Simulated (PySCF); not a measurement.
SMILES S(C)[Si@@H]1OC=C1C, C4H8OSSi

Cartesian coordinates in Å; atom numbers follow the order of the lines, from 1:
```xyz
15

C     2.547   -0.117    0.538
S     2.176    0.098   -1.236
Si    0.171    0.809   -1.128
O    -0.065    1.842    0.197
C    -1.048    1.012    0.732
C    -1.149   -0.051   -0.065
C    -2.037   -1.240   -0.015
H     1.998   -0.970    0.924
H     2.276    0.787    1.072
H     3.614   -0.294    0.613
H    -0.172    1.432   -2.384
H    -1.523    1.333    1.641
H    -2.687   -1.264   -0.889
H    -2.654   -1.212    0.882
H    -1.451   -2.159   -0.013
```

The calculation used PySCF, GIAO PBE/pcSseg-1 magnetisability, rotational g tensor and spin-rotation constants, non-relativistic, gas phase. Geometry: GFN2-xTB.

**Question.** Give the nuclear spin-rotation constants along the inertial axes (H = +C I·J) beside the isotropic shieldings.

**Answer.** Rotational constants 2.9184, 1.2145, 1.1410 GHz. A star marks the isotopologue with that one atom substituted, in its own axes.
```tsv
atom	isotope	Caa (kHz)	Cbb (kHz)	Ccc (kHz)	mean (kHz)	σ (ppm)
H8	1H	-0.155	-0.047	-0.106	-0.102	29.3
H9	1H	-0.243	0.000	-0.109	-0.117	29.0
H10	1H	0.043	-0.131	-0.115	-0.068	29.7
H11	1H	-0.260	-0.104	0.069	-0.098	25.6
H12	1H	-0.054	-0.082	-0.016	-0.051	24.4
H13	1H	-0.238	-0.129	-0.002	-0.123	29.9
H14	1H	-0.086	-0.130	-0.061	-0.092	29.9
H15	1H	-0.237	-0.008	-0.115	-0.120	29.9
C1	13C*	0.430	0.173	0.137	0.247	171.2
S2	33S*	0.615	0.265	0.206	0.362	614.0
Si3	29Si*	-2.022	-0.744	-0.875	-1.214	301.8
O4	17O*	-0.404	-0.197	-0.220	-0.274	195.9
C5	13C*	1.309	0.387	0.379	0.691	20.1
C6	13C*	1.052	0.385	0.293	0.577	58.0
C7	13C*	0.402	0.175	0.165	0.248	167.5
```
For the geometry as given, no vibrational averaging.

**Question.** How do the rotational constants and the g tensor change when H8, H9, H10, H11, H12, H13, H14, H15 are replaced by deuterium?

**Answer.** Constants 2.4630, 1.0629, 1.0131 GHz; g -0.0316, -0.0092, -0.0112, against -0.0378, -0.0103, -0.0125 before.
